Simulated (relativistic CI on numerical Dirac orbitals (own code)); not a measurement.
## Hyperfine structure of Ag20+, mass number 107

Method of calculation: Dirac-Coulomb-Breit CI, KLI orbitals optimised for each configuration, model QED (radiative potential, 1s self-energy scaled to tabulated hydrogen-like ionisation energies), unscaled Slater integrals (own radial code, finite nucleus).

Configuration list (outside the closed core [Ne]): 3s2 3p6 3d9, 3s2 3p5 3d10, 3s 3p6 3d10, 3s2 3p6 3d8 4s, 3s2 3p6 3d8 4p, 3s2 3p6 3d8 4d, 3s2 3p6 3d8 4f, 3s2 3p6 3d7 4s2, 3s2 3p5 3d9 4s, 3s2 3p4 3d10 4s, 3s2 3p6 3d7 4s 4p, 3s2 3p4 3d10 4p, 3s2 3p5 3d9 4p, 3s2 3p6 3d8 5s, 3s2 3p6 3d7 4p2, 3s2 3p6 3d8 5p. Levels of other configurations are missing.

Nuclear spin I = 1/2, μ = -0.11352 μN (tables of Stone and Pyykkö). The electronic factors are computed for point nuclear moments, without core polarisation or the Bohr-Weisskopf and QED corrections.

| Level | E (eV) | A (GHz) |
| --- | --- | --- |
| 3s2 3p6 3d9 2D_5/2 | 0.000 | -1.463 |
| 3s2 3p6 3d9 2D_3/2 | 6.361 | -3.558 |
| 3s2 3p5 3d10 2P°_3/2 | 202.726 | -7.399 |
| 3s2 3p5 3d10 2P°_1/2 | 235.096 | -45.87 |
| 3s 3p6 3d10 2S_1/2 | 349.291 | -153 |
| 3s2 3p6 3d8 4s 4F_9/2 | 369.662 | -6.272 |
| 3s2 3p6 3d8 4s 2F_7/2 | 371.182 | 2.799 |
| 3s2 3p6 3d8 4s 4F_7/2 | 376.204 | -7.684 |

Levels with J = 0, under 50 % of one LS term, or S terms without an open s electron are left out. Small factors come from cancelling terms and can be off by tens of per cent or more.

At this charge energies of transitions that change n are usually good to better than 1 %, and those within a shell (Δn = 0) to a few per cent.

Question: Give the hyperfine levels of 3s2 3p6 3d9 2D_5/2 relative to its centre of gravity.

Answer: With K = F(F + 1) − I(I + 1) − J(J + 1), E = AK/2: F = 2: 2.56, F = 3: -1.829 GHz.

LS names give the leading component of a level, which can be under half, so a name can repeat, a term be missing and a line seem to break the LS rules.
